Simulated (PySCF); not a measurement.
Isomers of C3H8O2Si. Computed with PBE0-D3(BJ)/def2-SVP geometry optimisation, gas phase (PySCF 2.14.0). One conformer each; no zero-point energy, no entropy. No frequencies were run at this level. Point groups hold within 0.08 Å.

Question: Rank from lowest to highest electronic energy at this level (kcal/mol).
A. `[O:1]=[C:2]([OH:3])[CH2:4][CH2:5][SiH3:6]` with O1–C2–O3–H -1°, O1–C2–C4–C5 -23°, C2–C4–C5–Si6 52°
B. `[CH3:1][SiH2:2][O:3][C:4]([CH3:5])=[O:6]` with C1–Si2–O3–C4 65°, Si2–O3–C4–C5 179°

Answer: B (0.0), A (27.5).

As drawn, the lower has an Si–O bond, which the higher lacks; the higher has an O–H bond, which the lower lacks.

| SMILES | E (Eh) | E rel (kcal/mol) | dipole (D) | point group | A, B, C (MHz) |
| --- | --- | --- | --- | --- | --- |
| C[SiH2]OC(C)=O | -558.43205 | 0.0 | 1.40 | C1 | 5913, 1763, 1560 |
| O=C(O)CC[SiH3] | -558.38823 | 27.5 | 2.41 | C1 | 6093, 1676, 1389 |

Question: How do the relative energies change in single points at PBE0/pcSseg-1 (no added dispersion term) on the same geometries?

Answer: 
```csv
SMILES,PBE0-D3(BJ)/def2-SVP (kcal/mol),PBE0/pcSseg-1 (kcal/mol),shift
C[SiH2]OC(C)=O,0.0,0.0,0.0
O=C(O)CC[SiH3],27.5,29.3,+1.8
```

Each column counts from its own lowest isomer. The order is unchanged; the largest shift is 1.8 kcal/mol.
